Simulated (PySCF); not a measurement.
SiF2ClBr, SMILES [Si](F)(Cl)(Br)F.

The structure is a stationary point at PBE0-D3(BJ)/def2-SVP. This is a generated structure with no PubChem entry under its InChIKey; it may be hypothetical.

Calculation: SMD-M06-2X/6-31G* (PySCF).

Solvation free energies are E(SMD) − E(gas) at the gas-phase geometry, for 1 M in both phases. Bromine has the revised SMD18 radius of 2.60 Å. In vacuum the dipole moment is 0.56 D.

```csv
solvent,ΔG(solv) (kcal/mol),its non-electrostatic (CDS) part,dipole (D)
water,0.6,1.6,0.62
ethylethanoate,-2.9,-2.1,0.61
chloroform,-3.3,-2.6,0.60
```
